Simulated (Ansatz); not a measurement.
`O=CCC1CO1` + `[NH2][SnH2][OH]` → `O=C[NH][SnH2][OH]` + `CC1CO1`  (substitution at a C–C bond)

Computed with Ansatz on PBE0-D4/def2-TZVP structures; ΔE is electronic, products minus reactants. CCSD(T)/CBS adds triple-zeta CCSD(T) − MP2 to the extrapolated MP2 energy (def2 sets, frozen cores). DFT in def2-TZVPP. def2 core potentials past Kr. For Sn outer-core shells are correlated without core-valence functions, which leaves a few kJ/mol of doubt a bond. One conformer a species, not always the lowest.

`O=CCC1CO1`:

Cartesian coordinates in Å:
```
O 0.521 -0.207 -2.220
C 1.255 0.104 -1.323
C 0.917 -0.011 0.133
C -0.453 -0.553 0.398
C -1.588 0.327 0.640
O -0.953 -0.355 1.710
H 2.268 0.508 -1.535
H 1.038 0.976 0.594
H 1.684 -0.643 0.601
H -0.657 -1.537 -0.019
H -1.440 1.404 0.622
H -2.592 -0.013 0.399
```

`[NH2][SnH2][OH]`:

```xyz
8

N     1.150    0.081   -1.005
Sn   -0.248    0.298    0.423
O    -1.744   -0.822   -0.190
H     1.681    0.916   -1.209
H     1.789   -0.692   -0.885
H    -0.743    1.928    0.404
H     0.199   -0.313    1.961
H    -2.083   -1.395    0.500
```

`O=C[NH][SnH2][OH]`:

Z-matrix (Å, degrees):
```
Sn
O 1 1.951
N 1 2.070 2 107.5
H 1 1.702 2 105.2 3 -111.6
H 1 1.698 2 113.8 3 120.5
H 2 0.963 1 108.7 3 -57.3
C 3 1.337 1 109.9 2 57.9
H 3 1.008 1 131.0 2 -117.7
O 7 1.223 3 121.5 1 1.0
H 7 1.104 3 116.8 1 -179.2
```

`CC1CO1`:

Cartesian coordinates in Å:
```
C 0.456 -0.387 -1.096
C -0.489 0.193 -0.092
C -0.191 0.211 1.336
O -0.076 1.389 0.554
H 1.480 -0.357 -0.720
H 0.193 -1.425 -1.315
H 0.417 0.176 -2.032
H -1.540 0.198 -0.380
H 0.751 -0.209 1.684
H -1.000 0.210 2.062
```

```tsv
level	ΔE (kJ/mol)
PBE0-D4	-98.2
ωB97M-V	-94.0
PBE	-99.2
PBE0	-96.8
MP2/def2-TZVPP	-93.7
HF/def2-QZVPP	-87.5
HF/CBS(def2)	-87.4
CCSD/CBS(def2)	-87.3
```

Question: What does CCSD(T)/CBS give? (An estimate is asked.)

Answer: Computed: -90.5 kJ/mol. The listed levels differ from it by -7.7, -3.5, -8.7, -6.3, -3.2, 3.0, 3.1, 3.2 kJ/mol.

Largest T1 diagnostic among the species: 0.016.

The D4 term adds −3.1 kJ/mol with B3LYP and −1.4 kJ/mol with PBE0; it sums over pairs of atoms, weighted by their polarisabilities, and B3LYP, whose exchange is more repulsive, gets the larger term.

B3LYP here is the variant with VWN-RPA as its local correlation; programs differ in this.
